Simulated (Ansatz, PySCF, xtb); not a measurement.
Energy difference R1 + R2 → P1, each structure at its B3LYP-D3(BJ)/def2-TZVP stationary point, reached from a drawn start (curvature not checked).
R1: H2 (SMILES [H][H]), charge 0, multiplicity 1.
P1: C2H4 (SMILES C=C), charge 0, multiplicity 1.
R2: C2H2 (SMILES C#C), charge 0, multiplicity 1.

```csv
level,reaction energy (kcal/mol),"minus CCSD(T)/CBS(cc-pVTZ, cc-pVQZ)"
GFN2-xTB,-51.73,-2.36
HF/cc-pVDZ,-53.60,-4.23
HF/cc-pVQZ,-50.81,-1.44
SVWN5/def2-TZVPP,-59.77,-10.39
PBE/def2-TZVPP,-52.41,-3.04
PBE-D4/def2-TZVPP,-52.88,-3.50
BLYP/def2-TZVPP,-46.57,2.80
BLYP-D3(BJ)/def2-TZVPP,-47.77,1.60
revPBE/def2-TZVPP,-49.16,0.21
revPBE-D3(BJ)/def2-TZVPP,-50.82,-1.45
revPBE-D4/def2-TZVPP,-51.12,-1.75
r2SCAN/def2-TZVPP,-52.72,-3.35
r2SCAN-D3(BJ)/def2-TZVPP,-52.87,-3.50
r2SCAN-D4/def2-TZVPP,-52.83,-3.46
B97M-V/def2-TZVPP,-53.44,-4.06
B3LYP-D3(BJ)/def2-TZVPP,-51.02,-1.65
PBE0/def2-TZVPP,-55.25,-5.88
PBE0-D3(BJ)/def2-TZVPP,-55.73,-6.35
BHLYP/def2-TZVPP,-53.45,-4.08
BHLYP-D3(BJ)/def2-TZVPP,-54.15,-4.78
BHLYP-D4/def2-TZVPP,-53.92,-4.54
M06-2X/def2-TZVPP,-49.38,0.00
CAM-B3LYP/def2-TZVPP,-52.08,-2.71
CAM-B3LYP-D3(BJ)/def2-TZVPP,-52.46,-3.09
CAM-B3LYP-D4/def2-TZVPP,-52.45,-3.08
B2PLYP/def2-TZVPP,-48.98,0.39
B2PLYP-D3(BJ)/def2-TZVPP,-49.39,-0.01
B2PLYP-D4/def2-TZVPP,-49.30,0.07
MP2/cc-pVDZ,-49.51,-0.14
MP2/cc-pVTZ,-47.56,1.81
"MP2/CBS(cc-pVTZ, cc-pVQZ)",-47.29,2.08
SCS-MP2/cc-pVDZ,-49.26,0.12
SCS-MP2/cc-pVTZ,-47.18,2.20
SCS-MP2/cc-pVQZ,-46.93,2.44
CCSD/cc-pVDZ,-52.40,-3.03
CCSD/cc-pVQZ,-50.23,-0.86
CCSD(T)/cc-pVDZ,-51.63,-2.26
CCSD(T)/cc-pVTZ,-49.55,-0.18
CCSD(T)/cc-pVQZ,-49.38,-0.01
"CCSD(T)/CBS(cc-pVTZ, cc-pVQZ)",-49.37,0.00
```

 The comparison column counts from a level with limits of its own.

P less R. No zero-point or thermal terms.

Frozen-core correlation throughout. CBS(a, b) extrapolates the correlation energy as X⁻³ and adds the Hartree–Fock energy of set b.

Programs: Ansatz (a first-principles code); PySCF for M06-2X and the D3/D4 terms; xtb for the GFN methods. All values are computed, each at the level named.
